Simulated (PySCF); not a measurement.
## Energy of Mn²⁺ (manganese, charge +2) between two integer charges

The 3d alpha orbital of [Ar] 3d5 is emptied in steps (occupation f), with all orbitals relaxed, ending at [Ar] 3d4. Computed with PySCF 2.14 in def2-TZVPPD, with the non-relativistic Hamiltonian (point nucleus). The exact energy is a straight line in f; departures are measured from the line between the end points of the same method.

**Question.** Among BHandHLYP, wB97X, BLYP, which shows the largest delocalisation error (convex curve), and which is closest to linear?

**Answer.** Most convex: BLYP (-2.092 eV at f = 0.5); closest to linear: BHandHLYP (-0.766 eV).

| f | BHandHLYP (eV) | wB97X (eV) | BLYP (eV) |
| --- | --- | --- | --- |
| 1 | 0.000 | 0.000 | 0.000 |
| 0.75 | -0.568 | -0.591 | -1.552 |
| 0.5 | -0.766 | -0.801 | -2.092 |
| 0.25 | -0.581 | -0.610 | -1.585 |
| 0 | 0.000 | 0.000 | 0.000 |

```tsv
method	E(f=0) − E(f=1) (eV)	−ε at f=1 (eV)	−ε at f=0.5 (eV)
BHandHLYP	33.682	30.697	33.645
wB97X	33.638	30.547	33.586
BLYP	34.004	25.821	33.917
```

Reference removal energy between the ground levels: 33.668 ± 0.012 eV (measured; NIST Atomic Spectra Database, ionization energies). The calculation has no spin-orbit coupling. The determinant left behind need not be the lowest term of the ion.
